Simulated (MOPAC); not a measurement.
A run for MOPAC: PM3 on H3NPb (SMILES [NH2][PbH]), a point of a torsion scan.

```
PM3 1SCF PRECISE CHARGE=0 THREADS=1
H3NPb

N     -0.71815747 1    -0.02333209 1    -0.08763287 1
Pb     1.06174419 1    -1.15039333 1    -0.38057468 1
H     -1.52454224 1    -0.31374550 1     0.44232098 1
H     -0.91183465 1     0.89451697 1    -0.44999503 1
H      1.87965411 1     0.13963806 1    -1.41200424 1
```

It printed:

```
*******************************************************************************
 **                                                                           **
 **                              MOPAC v23.2.5                                **
 **                                                                           **
 *******************************************************************************
 ** MOPAC's Digital Object Identifier: https://doi.org/10.5281/zenodo.6511958 **
 **                                                                           **
 ** Please cite the open-source release paper for use of this MOPAC version:  **
 ** J. E. Moussa and J. J. P. Stewart (2026)                                  **
 ** MOPAC: An open-source semiempirical molecular orbital program             **
 ** J. Open Source Softw., 11(119), 8025, https://doi.org/10.21105/joss.08025 **
 *******************************************************************************

                              PM3 CALCULATION RESULTS

 *******************************************************************************
 *  PM3        - The PM3 Hamiltonian to be used
 *
 *
 *
 *                 CHARGE ON SYSTEM = 0
 *
 *
 *
 *  PRECISE    - TIGHTER CRITERIA TO BE USED
 *  1SCF       - DO 1 SCF AND THEN STOP
 *  THREADS=1  - MULTI-THREADING NOT USED
 *  T=         - A TIME OF 172800.0 SECONDS REQUESTED
 *  DUMP=N     - RESTART FILE WRITTEN EVERY 7200.0 SECONDS REQUESTED
 *******************************************************************************
PM3 1SCF PRECISE CHARGE=0 THREADS=1
 H3NPb

   ATOM   CHEMICAL          X               Y               Z
  NUMBER   SYMBOL      (ANGSTROMS)     (ANGSTROMS)     (ANGSTROMS)

     1       N         -0.71815747  *  -0.02333209  *  -0.08763287  *
     2      Pb          1.06174419  *  -1.15039333  *  -0.38057468  *
     3       H         -1.52454224  *  -0.31374550  *   0.44232098  *
     4       H         -0.91183465  *   0.89451697  *  -0.44999503  *
     5       H          1.87965411  *   0.13963806  *  -1.41200424  *



          CARTESIAN COORDINATES

    NO.       ATOM           X           Y           Z

     1         N         -0.7182     -0.0233     -0.0876
     2        Pb          1.0617     -1.1504     -0.3806
     3         H         -1.5245     -0.3137      0.4423
     4         H         -0.9118      0.8945     -0.4500
     5         H          1.8797      0.1396     -1.4120

  H: (PM3): J. J. P. STEWART, J. COMP. CHEM. 10, 209 (1989).
  N: (PM3): J. J. P. STEWART, J. COMP. CHEM. 10, 209 (1989).
 Pb: (PM3): J. J. P. STEWART, J. COMP. CHEM. 12, 320-341 (1991).

           Empirical Formula: H3 N Pb  =     5 atoms



      MOLECULAR POINT GROUP   :   Cs


      RHF CALCULATION, NO. OF DOUBLY OCCUPIED LEVELS = 6


 -------------------------------------------------------------------------------
 PM3 1SCF PRECISE CHARGE=0 THREADS=1
 H3NPb



     1SCF WAS SPECIFIED, SO BFGS WAS NOT USED
     SCF FIELD WAS ACHIEVED


                              PM3 CALCULATION
                                                       MOPAC v23.2.5 Linux




          FINAL HEAT OF FORMATION =         42.16222 KCAL/MOL =     176.40672 KJ/MOL


          COSMO AREA              =         91.16 SQUARE ANGSTROMS
          COSMO VOLUME            =         75.36 CUBIC ANGSTROMS

          IONIZATION POTENTIAL    =          8.543404 EV
          HOMO LUMO ENERGIES (EV) =         -8.543 -1.761
          NO. OF FILLED LEVELS    =          6
          MOLECULAR WEIGHT        =        224.2304         POINT GROUP:  Cs

          MOLECULAR DIMENSIONS (Angstroms)

            Atom       Atom       Distance
            H     5    H     3     3.90290
            H     4   Pb     2     2.44468
            H     5    H     4     0.00014


          SCF CALCULATIONS        =          1





   ATOM   CHEMICAL          X               Y               Z
  NUMBER   SYMBOL      (ANGSTROMS)     (ANGSTROMS)     (ANGSTROMS)

     1       N         -0.71815747  *  -0.02333209  *  -0.08763287  *
     2      Pb          1.06174419  *  -1.15039333  *  -0.38057468  *
     3       H         -1.52454224  *  -0.31374550  *   0.44232098  *
     4       H         -0.91183465  *   0.89451697  *  -0.44999503  *
     5       H          1.87965411  *   0.13963806  *  -1.41200424  *

                             CARTESIAN COORDINATES

   1    N       -0.718157470    -0.023332090    -0.087632870
   2   Pb        1.061744190    -1.150393330    -0.380574680
   3    H       -1.524542240    -0.313745500     0.442320980
   4    H       -0.911834650     0.894516970    -0.449995030
   5    H        1.879654110     0.139638060    -1.412004240


           Empirical Formula: H3 N Pb  =     5 atoms



      MOLECULAR POINT GROUP   :   Cs


                  EIGENVALUES
 -27.28119 -15.39885 -14.37382 -11.58924  -9.47805  -8.54340  -1.76134  -0.30950
   0.29800   4.21091   5.20326


              NET ATOMIC CHARGES AND DIPOLE CONTRIBUTIONS

  ATOM NO.   TYPE          CHARGE      No. of ELECS.   s-Pop       p-Pop
    1          N          -0.198113        5.1981     1.43028     3.76783
    2         Pb           0.301771        3.6982     1.81737     1.88086
    3          H           0.040714        0.9593     0.95929
    4          H           0.032396        0.9676     0.96760
    5          H          -0.176769        1.1768     1.17677
 DIPOLE           X         Y         Z       TOTAL
 POINT-CHG.     0.186    -1.686     0.747     1.853
 HYBRID        -1.074     2.346    -0.649     2.660
 SUM           -0.887     0.660     0.098     1.110


          ATOMIC ORBITAL ELECTRON POPULATIONS

     Atom    s        px        py        pz
    1  N   1.43028   1.17900   1.14241   1.44642
    2 Pb   1.81737   0.52195   0.83941   0.51950
    3  H   0.95929
    4  H   0.96760
    5  H   1.17677

 **********************
 *                    *
 * JOB ENDED NORMALLY *
 *                    *
 **********************




 == MOPAC DONE ==
```

The run finished.

Cost: about 0.04 core-seconds (a rough figure).
